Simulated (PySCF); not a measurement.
Niobium: a sound run and one with changed settings

Sound run: Nb [Kr] 4d4 5s1, Nb⁺ [Kr] 4d4. All numbers are calculated (PySCF 2.14, the spin-free X2C one-electron Hamiltonian (Gaussian nucleus), in x2c-SVPall). The sound run starts from symmetry-adapted Hartree-Fock orbitals and uses a fine grid where one is needed.

Changed run: radial step 1.2 in ln r (0.13 in the sound run). This setting is unsound on purpose.

```tsv
species	method	sound run (hartree)	changed run (hartree)	converged
Nb	UHF	-3816.88769	-3816.88769	yes
Nb	BP86	-3819.45808	-3838.06216	yes
Nb	r2SCAN	-3818.99624	-3843.12994	yes
Nb⁺	UHF	-3816.66672	-3816.66672	yes
Nb⁺	BP86	-3819.19021	-3837.74224	yes
Nb⁺	r2SCAN	-3818.73570	-3842.83763	yes
```

Ionisation energy of Nb:

```
method  sound run (eV)  changed run (eV)
   UHF           6.013             6.013
  BP86           7.289             8.705
r2SCAN             n/a             7.954
```

A coarse radial grid mis-integrates the density and the exchange-correlation energy, with errors of either sign; Hartree-Fock needs no grid.

For comparison, NIST gives 6.759 eV between the lowest levels.
